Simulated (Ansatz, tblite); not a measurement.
Cost and result up the ladder for SiEt2(OtBu)2 (C12H28O2Si) (43 atoms). The state is a singlet with charge 0. Geometry: r2SCAN-D4/def2-SVP.

```xyz
43

Si    0.5871    0.2777    0.1721
C     1.5070    1.8462   -0.2963
C     2.9840    1.6432   -0.6561
H     1.4073    2.5935    0.5139
H     0.9646    2.2685   -1.1631
H     3.4430    2.5691   -1.0395
H     3.5766    1.3256    0.2175
H     3.0951    0.8664   -1.4298
C     1.2257   -0.5246    1.7554
C     2.5209   -1.3315    1.6093
H     0.4148   -1.1768    2.1307
H     1.3483    0.2596    2.5262
H     2.7991   -1.8343    2.5503
H     2.4234   -2.1053    0.8308
H     3.3706   -0.6943    1.3160
O     0.8262   -0.7425   -1.1184
C     0.0710   -1.8474   -1.6323
C    -1.0379   -1.2892   -2.5259
C     1.0578   -2.6821   -2.4446
C    -0.5242   -2.6744   -0.4902
H    -1.6225   -2.1013   -2.9874
H    -1.7125   -0.6561   -1.9302
H    -0.5996   -0.6738   -3.3271
H     1.5134   -2.0635   -3.2330
H     0.5557   -3.5417   -2.9158
H     1.8643   -3.0576   -1.7955
H    -1.2227   -2.0634    0.1031
H     0.2712   -3.0510    0.1727
H    -1.0765   -3.5413   -0.8864
O    -1.0644    0.5233    0.2925
C    -1.8978    1.4685    0.9658
C    -1.9914    2.7385    0.1159
C    -3.2690    0.8034    1.0855
C    -1.3394    1.7880    2.3554
H    -2.6950    3.4606    0.5601
H    -1.0076    3.2269    0.0307
H    -2.3407    2.4875   -0.8983
H    -3.6504    0.5446    0.0850
H    -3.9939    1.4710    1.5769
H    -3.1892   -0.1249    1.6733
H    -0.3467    2.2635    2.2826
H    -1.2420    0.8686    2.9547
H    -2.0035    2.4827    2.8936
```

Ansatz on 2 threads of AMD EPYC 7R13 on a shared host and a share (18 GiB) of an NVIDIA H100 80GB HBM3; xTB runs through tblite on one thread. Times are rough, summed over both states, and most runs start from the orbitals of an earlier one. PBE0-D4/def2-TZVP serves as the yardstick here, not as an exact answer. The other state is a triplet.

The xTB rows come from tblite. Single mean-field runs in def2-TZVP are fitted with def2-universal-jkfit.

xTB has no spin-polarisation term.

```
                         level  functions  wall time  vertical triplet (eV)  difference from PBE0-D4/def2-TZVP (eV)
                      GFN2-xTB         93      0.1 s                   6.74                                   -0.11
                      GFN1-xTB        121     0.15 s                   7.07                                    0.22
PBE-D4/def2-TZVP (with forces)        639       22 s                   6.02                                   -0.82
           r2SCAN-D4/def2-TZVP        639       22 s                   6.50                                   -0.35
             PBE0-D4/def2-TZVP        639       31 s                   6.85                                    0.00
```
